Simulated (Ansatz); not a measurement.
System: GeH₃, net charge 0, doublet state. SMILES: [GeH3]
Geometry from a B3LYP-D3(BJ)/def2-TZVP (Ansatz, a program for electronic structure) optimisation:
```xyz
4

Ge    -0.0167    -0.0237    -0.0294
H      0.5517    -0.9452     1.0702
H     -1.1244     0.8871     0.5402
H      1.1063     0.8180    -0.6708
```
Charge 0, spin multiplicity 2.

Quantity: vertical ionisation energy (to the singlet state of charge +1; each state is the SCF solution reached for its spin; the molecule has degenerate orbitals, so one determinant may break the symmetry), in eV. Correlated levels leave the core frozen unless marked. UHF or UKS for open shells. No spin-orbit coupling. Frozen are the shells of the preceding noble gas and the d and f shells that filled before the atom's block. Non-relativistic. CBS(X,Y): correlation extrapolated as X^-3; Hartree-Fock from the larger set.

```csv
level,program,vertical ionisation energy (eV)
HF/aug-cc-pVDZ,Ansatz,8.32
```

**Question.** What does CCSD(T)/CBS(aug-cc-pVTZ,aug-cc-pVQZ) (Ansatz) give?

**Answer.** 8.69 eV, so HF/aug-cc-pVDZ differs from it by -0.37 eV.
